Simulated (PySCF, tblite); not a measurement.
Isomers of C4H10OSi2, one GFN2-xTB conformer each. Single-point energies are computed at PBE0/pcSseg-1 (PySCF, gas phase, no added dispersion term), electronic only.

```
                   SMILES  GFN2-xTB relative energy (kJ/mol)
     O[SiH2][Si@H]1C=CCC1                               45.4
    C=C[SiH2]C(=C)O[SiH3]                              101.0
[SiH3]O[C@@H]1C=CC[SiH2]1                                0.0
```

Conformers: `[OH:1][SiH2:2][Si@H:3]1[CH:4]=[CH:5][CH2:6][CH2:7]1` with H–O1–Si2–Si3 59°, O1–Si2–Si3–C4 111°, Si2–Si3–C4–C5 130°, C4–C5–C6–C7 -16°, C5–C6–C7–Si3 22°, Si2–Si3–C7–C6 -139°; `[CH2:1]=[CH:2][SiH2:3][C:4](=[CH2:5])[O:6][SiH3:7]` with C1–C2–Si3–C4 118°, C2–Si3–C4–C5 -1°, Si3–C4–O6–Si7 179°; `[SiH3:1][O:2][C@@H:3]1[CH:4]=[CH:5][CH2:6][SiH2:7]1` with Si1–O2–C3–C4 -156°.

Question: What does PBE0/pcSseg-1 give for the same structures?

Answer: 
```tsv
SMILES	PBE0/pcSseg-1 E (Eh)	PBE0/pcSseg-1 (kJ/mol)	GFN2-xTB (kJ/mol)	point group
O[SiH2][Si@H]1C=CCC1	-812.10358	0.0	45.4	C1
[SiH3]O[C@@H]1C=CC[SiH2]1	-812.07218	82.5	0.0	C1
C=C[SiH2]C(=C)O[SiH3]	-812.04848	144.7	101.0	C1
```

GFN2-xTB puts [SiH3]O[C@@H]1C=CC[SiH2]1 lowest instead; measured from each level's own lowest isomer, the values differ by up to 82.5 kJ/mol ([SiH3]O[C@@H]1C=CC[SiH2]1: 0.0 against 82.5). As drawn, the lowest has an O–H bond and an Si–Si bond, which the highest lacks.

Question: Which frontier levels, dipoles and rotational constants go with these structures?

Answer: 
```tsv
SMILES	HOMO (eV, PBE0/pcSseg-1)	LUMO (eV)	dipole (D)	A, B, C (MHz)
O[SiH2][Si@H]1C=CCC1	-7.21	-0.48	1.77	4514, 902.1, 834.7
[SiH3]O[C@@H]1C=CC[SiH2]1	-7.14	0.03	1.26	3884, 1068, 886.1
C=C[SiH2]C(=C)O[SiH3]	-7.08	-0.41	0.93	5441, 729.6, 671.0
```

Question: What happens when harmonic zero-point energies from GFN2-xTB frequencies are added?

Answer: 
```
                   SMILES  ZPE (kJ/mol)  electronic (kJ/mol)  with ZPE (kJ/mol)
     O[SiH2][Si@H]1C=CCC1         329.0                  0.0                0.0
[SiH3]O[C@@H]1C=CC[SiH2]1         316.7                 82.5               70.2
    C=C[SiH2]C(=C)O[SiH3]         307.9                144.7              123.6
```

The zero-point energies span 21.1 kJ/mol. The order is unchanged.
